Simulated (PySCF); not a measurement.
Fractional electron number in Se- (selenium, charge -1)

The 4p beta orbital of [Ar] 3d10 4s2 4p5 is emptied in steps (occupation f), with all orbitals relaxed, ending at [Ar] 3d10 4s2 4p4. Computed with PySCF 2.14 in aug-cc-pVTZ-DK (7s6p4d2f, 59 functions), with scalar relativity by spin-free X2C-1e. The exact energy is a straight line in f; departures are measured from the line between the end points of the same method.

Task: Among LDA, PBE, PBE0, r2SCAN, LC-wPBE, BHandHLYP, HSE06, r2SCAN0, which shows the largest delocalisation error (convex curve), and which is closest to linear?

Result: Most convex: LDA (-0.846 eV at f = 0.5); closest to linear: LC-wPBE (0.085 eV).

```
   f  LDA (eV)  PBE (eV)  PBE0 (eV)  r2SCAN (eV)  LC-wPBE (eV)  BHandHLYP (eV)  HSE06 (eV)  r2SCAN0 (eV)
   1     0.000     0.000      0.000        0.000         0.000           0.000       0.000         0.000
0.75    -0.620    -0.591     -0.398       -0.550         0.068          -0.223      -0.477        -0.367
 0.5    -0.846    -0.803     -0.539       -0.733         0.085          -0.311      -0.646        -0.488
0.25    -0.646    -0.610     -0.409       -0.544         0.061          -0.242      -0.491        -0.361
   0     0.000     0.000      0.000        0.000         0.000           0.000       0.000         0.000
```

| method | E(f=0) − E(f=1) (eV) | −ε at f=1 (eV) | −ε at f=0.5 (eV) |
| --- | --- | --- | --- |
| LDA | 2.349 | -0.871 | 2.280 |
| PBE | 2.093 | -0.990 | 2.042 |
| PBE0 | 2.013 | -0.065 | 1.985 |
| r2SCAN | 2.065 | -0.838 | 2.082 |
| LC-wPBE | 1.977 | 2.375 | 1.958 |
| BHandHLYP | 1.932 | 0.803 | 1.882 |
| HSE06 | 2.046 | -0.446 | 2.009 |
| r2SCAN0 | 2.011 | 0.068 | 2.031 |

At f = 1 the orbital energy is positive for LDA, PBE, PBE0, r2SCAN, HSE06: only the finite basis holds the electron.

Reference removal energy between the ground levels: 2.021 eV (measured; photodetachment measurements, as compiled on the Wikipedia data page of electron affinities). The calculation has no spin-orbit coupling.
